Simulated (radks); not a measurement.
The carbon ion C2+ inside a hard spherical wall (all orbitals vanish at R), configuration held at [He] 2s2 and not refilled when levels cross. Method: non-relativistic Kohn-Sham, LDA (Slater exchange, VWN5 correlation), spin-polarised, spherical densities, point nucleus; computed with a radial shooting solver on a logarithmic mesh with Libxc functionals. Eigenvalues in eV for spin up, with the zero of energy where the potential of the charges vanishes at infinity; a dash marks a level that is unbound or too diffuse for the functional's potential to be trusted. A positive occupied level is held by the wall or, in an anion where self-interaction has pushed it up, behind a barrier. The pressure on the wall is -dE/dV.

R (bohr),E (hartree),kinetic (hartree),e(1s),e(2s),"e(2p, empty)","e(3s, empty)",pressure (GPa)
free,-36.13010,35.951,-305.86,-40.156,-31.853,-11.703,0
15,-36.13010,35.951,-305.86,-40.156,-31.853,-11.703,< 0.0001
12,-36.13010,35.951,-305.86,-40.156,-31.853,-11.702,< 0.0001
6,-36.13008,35.951,-305.86,-40.155,-31.851,-10.665,0.00336
4,-36.12451,36.006,-305.59,-39.949,-31.596,-2.067,2.24
2.5,-35.86114,37.329,-300.50,-34.270,-25.978,48.942,248
2,-35.21050,39.581,-293.78,-22.867,-16.358,112.05,1340
